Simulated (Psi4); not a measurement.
O2Si, charge +1, doublet, at a GFN2-xTB geometry (a state made from the parent by changing its charge; the spin is typed, not shown lowest). Base run: CAM-B3LYP/3-21G run with Psi4.

Here is a job for Psi4.
```
memory 2 GB

molecule {
1 2
  O    -1.48961561    0.17688023   -0.04245102
  Si   -0.00491603   -0.05453814    0.03992787
  O     1.49821866   -0.08143848   -0.02742276
}

set basis 3-21g
set reference uks

energy('cam-b3lyp')
print_variables()
```

Variants of this job, named by their change:

| change | basis functions | E (Eh) |
|---|---|---|
| base | 31 | -437.03128 |
| basis = 6-31G | 31 | -439.28263 |
| basis = def2-SVP | 46 | -439.21420 |
| basis = cc-pVDZ | 46 | -439.42327 |
| basis = cc-pV(D+d)Z | 51 | -439.43913 |
| basis = 6-31+G* | 61 | -439.41260 |
| basis = 6-311G** | 62 | -439.47620 |
| basis = def2-SVPD | 70 | -439.22660 |
| basis = aug-pcseg-1 | 73 | -439.38988 |
| basis = def2-TZVP | 99 | -439.51677 |
| basis = def2-TZVPP | 104 | -439.51690 |
| basis = def2-TZVPD | 123 | -439.51742 |
| basis = def2-QZVPP | 184 | -439.53691 |

Totals compare only among sets that treat the same electrons; sets with core potentials leave the core out.

Open shells are given as the SCF converged; they aren't shown to be the lowest states, and a large step between rows can be another state.
